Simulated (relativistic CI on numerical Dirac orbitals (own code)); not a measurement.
## Energy levels of Yb35+

Computed by Dirac-Coulomb-Breit CI, separate exchange-only KLI orbitals for each configuration, QED by a radiative potential, unscaled Slater integrals (own radial code, finite nucleus).

Configurations in the expansion (outside the closed core [Ar] 3d10): 4s2.4p5, 4s.4p6, 4s2.4p4.4d, 4s.4p5.4d, 4s2.4p4.4f, 4s.4p5.4f, 4p6.4d, 4s.4p4.4d2, 4s2.4p3.4d.4f, 4p6.4f, 4p5.4d2, 4p4.4d3, 4p4.4d2.4f. Double excitations out of closed p, d and f shells are left out; levels of such configurations are missing from the list, as are those of other unlisted configurations, and high levels can miss mixing partners.

The lowest level is 4s2.4p5 2P°_3/2, with 100 % of that term; Hund's rules for 4s2.4p5 give 2P° with J = 3/2, in agreement.

```csv
No.,Configuration,Term,J,E (cm⁻¹),%,Next component (%),Landé g
1,4s2.4p5,2P°,3/2,0,100,,1.330
2,4s2.4p5,2P°,1/2,552469,99,,0.660
3,4s2.4p4.4d,4D,3/2,1076857,38,31 2D,1.182
4,4s2.4p4.4d,4P,1/2,1086743,44,23 2P,1.725
5,4s2.4p4.4d,4D,5/2,1092144,46,18 2D,1.228
6,4s2.4p4.4d,4F,7/2,1114867,33,30 2F,1.141
7,4s2.4p4.4d,2P,1/2,1175962,42,30 4s.4p6 2S,1.283
8,4s2.4p4.4d,2D,3/2,1179103,60,19 4F,0.874
9,4s2.4p4.4d,2F,7/2,1200206,48,42 4D,1.242
10,4s2.4p4.4d,4F,9/2,1211848,70,29 2G,1.264
11,4s2.4p4.4d,2D,5/2,1307571,49,25 4P,1.222
12,4s2.4p4.4d,2D,3/2,1339879,37,26 2P,1.146
13,4s.4p6,2S,1/2,1356915,48,31 4s2.4p4.4d 4P,1.949
14,4s2.4p4.4d,2D,5/2,1363029,37,23 2F,1.129
15,4s2.4p4.4d,4D,1/2,1590126,78,17 2P,0.211
16,4s2.4p4.4d,4D,3/2,1625246,35,27 4F,0.988
17,4s2.4p4.4d,4F,5/2,1660740,42,39 2F,0.994
18,4s2.4p4.4d,2G,7/2,1669620,59,25 2F,1.004
19,4s2.4p4.4d,4D,7/2,1732279,40,40 4F,1.293
20,4s2.4p4.4d,2P,3/2,1756239,50,27 4P,1.349
21,4s2.4p4.4d,2F,5/2,1774350,48,22 4P,1.139
22,4s2.4p4.4d,2G,9/2,1781796,70,29 4F,1.173
23,4s2.4p4.4d,2D,5/2,1794713,56,28 4P,1.281
24,4s2.4p4.4d,2S,1/2,1809902,48,21 2P,1.843
25,4s2.4p4.4d,2P,3/2,1815041,60,16 2D,1.177
26,4s2.4p4.4d,2D,5/2,1822418,63,27 2F,1.108
27,4s2.4p4.4d,2F,7/2,1829892,77,11 4F,1.143
28,4s2.4p4.4d,2D,3/2,1942701,68,15 4F,0.820
29,4s2.4p4.4d,2P,1/2,2002977,76,20 2S,0.969
30,4s2.4p4.4d,2D,3/2,2353162,62,17 4F,0.833
```

Energies count from the lowest computed level; ° marks odd parity.

The mean weight of the leading LS term, summed over parents, in these 30 levels is 56 %, and that of the leading jj configuration (from the same eigenvectors) 90 %, so jj coupling describes them better and the LS labels are nominal.

At this charge energies of transitions that change n are usually good to better than 1 %, and those within a shell (Δn = 0) to a few per cent.

LS names give the leading component of a level, which can be under half, so a name can repeat, a term be missing and a line seem to break the LS rules.
